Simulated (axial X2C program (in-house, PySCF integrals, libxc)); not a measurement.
TcH⁺: cheaper levels and CCSD(T), two-component

Computed with an axial X2C code built on PySCF integrals. Two-component (2c) means X2C with spin–orbit coupling and atomic mean-field two-electron Coulomb and Gaunt terms. Basis: Tc dyall-cv3z [12s12p8d5f3g], H dyall-v3z [6s2p1d] (cores contracted in-house); Gaussian nuclei, density fitting, unrestricted open shells. Masses: Tc 98.907 u, H 1.008 u.

State: Ω = 5/2 (⟨Sz⟩ = 2.50, ⟨Lz⟩ = 0.00 at HF); fragments Tc+ + H.

```json
{"level": "PBE0", "Re (Å)": "1.657", "ωe (cm⁻¹)": "1908.8", "De (eV)": "2.41"}
{"level": "HF", "Re (Å)": "1.729", "ωe (cm⁻¹)": "1652.9", "De (eV)": "1.02"}
{"level": "MP2", "Re (Å)": "1.646", "ωe (cm⁻¹)": "1961.6", "De (eV)": "2.02"}
{"level": "CCSD", "Re (Å)": "1.670", "ωe (cm⁻¹)": "1882.6", "De (eV)": "2.24"}
{"level": "M06", "Re (Å)": "1.670", "ωe (cm⁻¹)": "1877.5", "De (eV)": "n/a"}
```

Correlated methods: 7 electrons correlated (number of frozen shells: Tc 4 s, 3 p, 1 d; H none), 215 virtual spin orbitals or spinors in MP2, 73 natural virtuals in coupled cluster.

CCSD(T), same Hamiltonian and basis:

Re = 1.669 Å, ωe = 1882.5 cm⁻¹, De = 2.30 eV; T1 = 0.030 (Lee–Taylor normalisation).

Problem. Give the differences from CCSD(T) in the columns below.

Solution. 

```json
{"level": "PBE0", "ΔRe (Å)": "-0.012", "Δωe (cm⁻¹)": "26", "ΔDe (eV)": "0.11"}
{"level": "HF", "ΔRe (Å)": "0.060", "Δωe (cm⁻¹)": "-230", "ΔDe (eV)": "-1.28"}
{"level": "MP2", "ΔRe (Å)": "-0.023", "Δωe (cm⁻¹)": "79", "ΔDe (eV)": "-0.28"}
{"level": "CCSD", "ΔRe (Å)": "0.001", "Δωe (cm⁻¹)": "0", "ΔDe (eV)": "-0.06"}
{"level": "M06", "ΔRe (Å)": "0.001", "Δωe (cm⁻¹)": "-5", "ΔDe (eV)": "n/a"}
```

One determinant describes the state; a PBE0 search over occupations chose it and may have missed a lower one. De is counted from the lowest determinant-based energies of the atoms at the same level, without counterpoise correction. De is not given where an atomic determinant may have missed its ground term or J level, or where the truncated virtual space spoils (T). Density functionals use the spin component along the axis (collinear). Coupled cluster ran in a truncated set of natural virtual spinors; the MP2 energy of the rest was added. (T) has no such correction and the atoms are truncated less, which lowers De at CCSD(T) by a hundredth of an eV or more. With several unpaired electrons one determinant need not be a pure state. This is the top spin component of a Σ state; components of lower Ω are not single determinants and can lie lower. The determinant is spin-polarised beyond a pure state at some levels (its spin-free form has ⟨S²⟩ too high), which makes Re and μ there less reliable.
